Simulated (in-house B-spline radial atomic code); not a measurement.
A fraction x of an electron is removed from 3p in S²⁺, starting from [Ne] 3s2 3p2 and keeping the highest spin. Method: non-relativistic AM05, spin-polarised, spherical fractional occupations, point nucleus. Calculated with a radial B-spline atomic code at the basis-set limit.

```csv
x,E(x) - E(0) (eV),3p up level (eV)
0,0.0000,-28.914
0.04,1.1659,-29.379
0.2,6.0160,-31.252
0.25,7.5934,-31.842
0.47,14.8861,-34.462
0.5,15.9254,-34.822
0.62,20.1908,-36.270
0.66,21.6512,-36.754
0.87,29.6382,-39.317
0.91,31.2207,-39.808
1,34.8533,-40.916
```

The exact functional would give a straight line between the two integer points. Deviations E(x) - E(0) - x[E(1) - E(0)], in eV: -0.228 at x = 0.04, -0.955 at x = 0.2, -1.12 at x = 0.25, -1.495 at x = 0.47, -1.501 at x = 0.5, -1.418 at x = 0.62, -1.352 at x = 0.66, -0.684 at x = 0.87, -0.496 at x = 0.91.

The curve lies below the straight line by up to 1.501 eV (at x = 0.5): convex, the delocalisation error that favours fractional charges.

Question: How well does Slater's transition state (minus the level at half occupation) give the ionisation energy?

Answer: It gives 34.822 eV against 34.853 eV from the two total energies; NIST lists 34.86 eV, ground level to ground level.
